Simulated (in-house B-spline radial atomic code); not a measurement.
Atomic self-consistent-field run: Pr III (Pr2+) (an excited or competing configuration). All numbers are computed (scalar-relativistic (X2C) M06-2X, spin-polarised, spherical fractional occupations, exact exchange averaged over the configuration; Fermi nucleus of rms radius 4.8919 fm) with a B-spline radial code for spherical atoms, not measured.

Command:
```bash
python run_scf.py task.json out
```
Settings (nuclear radius in fm, mass in u):
```
Z                59
configuration    [Xe] 4f2 6d1
hamiltonian      x2c
method           m062x
spin_polarised   True
nucleus          fermi
rms_radius       4.8919
atomic_mass      140.90766
speed_of_light   137.035999084
exact_exchange   averaged over the configuration
```

Output (hartree, bohr):
```
 radial grid: 81 intervals, B-splines of order 8, outer radius 60 bohr

 iter        energy (Eh)    residual
    1       -9236.419231    2.04e-01
    2       -9236.424111    2.56e-02
    3       -9236.437981    1.64e-02
    4       -9236.419834    2.73e-02
    5       -9236.424007    2.42e-02
    6       -9236.440169    1.39e-02
    7       -9236.442422    8.78e-03
    8       -9236.442661    9.67e-03
    9       -9236.440127    1.43e-02
   10       -9236.442229    1.02e-02
   11       -9236.442458    7.24e-03
   12       -9236.443079    4.97e-03
   13       -9236.443423    2.40e-03
   14       -9236.443301    2.61e-03
   15       -9236.443351    3.14e-03
   16       -9236.443446    1.71e-03
   17       -9236.443483    5.55e-04
   18       -9236.443482    5.98e-04
   19       -9236.443487    2.26e-04
   20       -9236.443488    6.03e-05
   21       -9236.443488    5.87e-05
   22       -9236.443488    4.22e-05
   23       -9236.443488    1.34e-05
   24       -9236.443488    8.21e-06
   25       -9236.443488    8.31e-06
   26       -9236.443488    1.04e-05
   27       -9236.443488    1.45e-05
   28       -9236.443488    1.76e-05
   29       -9236.443488    1.67e-05
   30       -9236.443488    1.48e-05
   31       -9236.443488    3.95e-06
   32       -9236.443488    2.22e-06
   33       -9236.443488    2.33e-06
   34       -9236.443488    1.49e-06
   35       -9236.443488    1.21e-06
   36       -9236.443488    1.21e-06
   37       -9236.443488    9.38e-07
   38       -9236.443488    1.26e-06
   39       -9236.443488    1.14e-07

 total energy                     -9236.44349
 kinetic                            9937.5060
 electron-nucleus                 -22494.3337
 Hartree                            3538.7906
 exact exchange                     -115.3741
 exchange-correlation               -103.0323

 orbital      occ     eigenvalue          <r>       <r^2>       <1/r>       r_max
 1s up      1.000     -1542.7193    0.0234321 0.000756117     68.6936     0.01461
 1s down    1.000     -1542.7190    0.0234321 0.000756118     68.6936     0.01461
 2s up      1.000      -250.7132     0.102526   0.0124651     15.7462     0.08717
 2s down    1.000      -250.7125     0.102526   0.0124649     15.7463     0.08717
 2p up      3.000      -224.8592    0.0901934  0.00994709     14.2098     0.06981
 2p down    3.000      -224.8587    0.0901928  0.00994693     14.2099     0.06981
 3s up      1.000       -55.5694      0.27229    0.084841     5.61904      0.2494
 3s down    1.000       -55.5391     0.272153    0.084752     5.62232      0.2493
 3p up      3.000       -47.3023      0.26997   0.0845866     5.18362      0.2437
 3p down    3.000       -47.2700     0.269801   0.0844756      5.1869      0.2436
 3d up      5.000       -35.4596     0.247172   0.0719715     4.88195         0.2
 3d down    5.000       -35.4290     0.246936   0.0718152     4.88542      0.1999
 4s up      1.000       -12.1409     0.622575    0.437691     2.31469      0.5787
 4s down    1.000       -12.0784     0.622185    0.436953     2.31428      0.5784
 4p up      3.000        -9.3853     0.658232    0.492956     2.10437       0.603
 4p down    3.000        -9.3142     0.657529    0.491651     2.10484      0.6027
 4d up      5.000        -5.3349     0.724882    0.609443      1.8267      0.6337
 4d down    5.000        -5.2379      0.72371    0.607086     1.82765      0.6334
 5s up      1.000        -2.4673      1.46784     2.41462    0.911425       1.334
 5s down    1.000        -2.4021      1.48024     2.45706    0.901181       1.338
 5p up      3.000        -1.6938      1.66933      3.1409     0.78603       1.491
 5p down    3.000        -1.6444      1.69095      3.2221    0.772559       1.498
 4f up      2.000        -1.1341     0.990948      1.2475     1.30233       0.676
 6d up      1.000        -0.3342      5.79425     37.4278    0.225384       6.031
```

Run time, properties included: 1 s on 1 thread of AMD EPYC 9R45 96-Core Processor, on a shared host.

States collapsed into the nucleus by a negative tau potential were left out of the aufbau.

One-electron X2C: radii and densities carry no picture-change correction, so inner-shell <1/r> comes out high (for 1s by about 2 % at Z = 33, 5 % at 54, 10 % at 75, 30 % at 118) and <r> low.
